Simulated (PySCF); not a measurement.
This PySCF input asks for the NMR shieldings of `F[SiH2][SiH2]N(C[SiH3])C1CC1`, C4H14FNSi3; the geometry comes from GFN2-xTB.

```python
import basis_set_exchange as bse
import numpy as np
from pyscf import gto, dft
from pyscf.prop import nmr

atoms = """
F     4.386183    0.407942    0.660463
Si    2.878071    0.976879    0.524581
Si    1.692683   -0.623081   -0.611372
N     0.040498   -0.501845   -0.151344
C    -0.865544   -1.624710   -0.299810
Si   -1.983264   -1.941561    1.216236
C    -0.614871    0.723139    0.150127
C    -1.554936    1.351195   -0.842682
C    -0.243782    2.005148   -0.529056
H     2.529469    1.278702    1.911964
H     3.102488    2.251234   -0.158500
H     1.887139   -0.539996   -2.083176
H     2.069305   -2.004114   -0.266779
H    -0.259274   -2.510756   -0.488504
H    -1.492489   -1.486318   -1.191655
H    -1.171839   -1.940558    2.434240
H    -2.620746   -3.244610    1.019286
H    -3.026291   -0.917639    1.317802
H    -0.914475    0.801521    1.195798
H    -1.652677    0.880083   -1.808676
H    -2.467008    1.798814   -0.479003
H    -0.239080    2.910988    0.057409
H     0.515687    1.976525   -1.294333
"""
names = dict.fromkeys(["F", "Si", "N", "C", "H"], "pcSseg-1")
basis = {el: gto.basis.parse(bse.get_basis(n, elements=[el], fmt="nwchem")) for el, n in names.items()}
mol = gto.M(atom=atoms, basis=basis, charge=0, verbose=0)
mf = dft.RKS(mol, xc="PBE0")
mf.grids.level = 2
mf.grids.alignment = dft.numint.BLKSIZE   # the property module wants whole blocks of grid points
mf.conv_tol = 1e-9
mf.kernel()

calc = nmr.RKS(mf)   # GIAO
C = mf.mo_coeff
Co = C[:, mf.mo_occ > 0]
resp = mf.gen_response(singlet=True, hermi=2)
def vind(x):   # induced exchange potential for any number of trial vectors
    d = np.einsum("pi,xij,qj->xpq", C, 2 * x.reshape(-1, C.shape[1], Co.shape[1]), Co, optimize=True)
    return np.einsum("xpq,pi,qj->xij", resp(d - d.transpose(0, 2, 1)), C, Co, optimize=True).ravel()
mo1, _ = nmr.rhf.solve_mo1(calc, with_cphf=vind)
sigma = calc.kernel(mo1)
for i, s in enumerate(sigma):   # ppm
    w = np.linalg.eigvalsh((s + s.T) / 2)
    print("%2d %-2s iso %8.1f  s11 %8.1f  s22 %8.1f  s33 %8.1f" % (i, mol.atom_pure_symbol(i), w.mean(), *w))
```

Question: What does it print?

Answer: 
```
 0 F  iso    431.2  s11    371.6  s22    449.6  s33    472.4
 1 Si iso    345.0  s11    271.4  s22    318.2  s33    445.3
 2 Si iso    398.3  s11    334.3  s22    370.9  s33    489.7
 3 N  iso    252.2  s11    202.9  s22    259.7  s33    293.9
 4 C  iso    148.3  s11    125.5  s22    128.1  s33    191.3
 5 Si iso    423.9  s11    388.0  s22    416.8  s33    466.9
 6 C  iso    150.8  s11    113.4  s22    132.0  s33    207.0
 7 C  iso    180.5  s11    148.6  s22    174.8  s33    218.2
 8 C  iso    176.3  s11    150.8  s22    172.4  s33    205.8
 9 H  iso     25.9  s11     22.3  s22     26.9  s33     28.7
10 H  iso     26.0  s11     21.7  s22     27.2  s33     29.2
11 H  iso     26.7  s11     22.9  s22     24.4  s33     32.8
12 H  iso     26.7  s11     22.9  s22     25.8  s33     31.5
13 H  iso     29.2  s11     23.4  s22     28.8  s33     35.2
14 H  iso     29.1  s11     24.0  s22     28.6  s33     34.5
15 H  iso     27.7  s11     24.3  s22     26.2  s33     32.7
16 H  iso     28.0  s11     24.7  s22     25.3  s33     34.0
17 H  iso     27.5  s11     23.5  s22     27.5  s33     31.6
18 H  iso     29.3  s11     22.8  s22     28.1  s33     36.9
19 H  iso     31.3  s11     26.8  s22     28.4  s33     38.9
20 H  iso     31.4  s11     26.0  s22     26.3  s33     42.0
21 H  iso     31.3  s11     25.4  s22     26.8  s33     41.7
22 H  iso     31.4  s11     27.1  s22     28.6  s33     38.6
```

These numbers come from an equivalent density-fitted implementation of the same equations, which agrees with the script to about 0.01 ppm for H and up to a few tenths of a ppm for heavy atoms, so last digits may differ.

Question: Turn these shieldings into chemical shifts. Shifts are taken against calculated references (same method and geometry level): ¹⁹F (σ = 170.95 ppm) against CFCl3; TMS for ²⁹Si (σ = 349.16 ppm) and ¹³C (σ = 186.93 ppm) and ¹H (σ = 31.72 ppm); ¹⁵N (σ = 267.73 ppm) vs NH3.

Answer: Averaging equivalent atoms: F 0: -260.3; Si 1: 4.2; Si 2: -49.1; Si 5: -74.7; N 3: 15.6; C 4: 38.6; C 6: 36.1; C 7/8: 8.5; H 9/10: 5.73; H 11/12: 5.02; H 15/16/17: 3.96; H 13/14: 2.61; H 18: 2.45; H 20/21: 0.36; H 19/22: 0.34 ppm. Unscaled 19F shifts against computed CFCl3 carry errors that often reach 10 to 50 ppm. Experimental scales use liquid or dissolved standards, which lie at an offset from isolated NH3 (liquid NH3: subtract about 20 ppm).

Size and cost of the density-fitted run: 244 basis functions, 2.1 min wall time on 1 thread of an Arm Neoverse N1, shared host; peak memory 1.1 GiB.
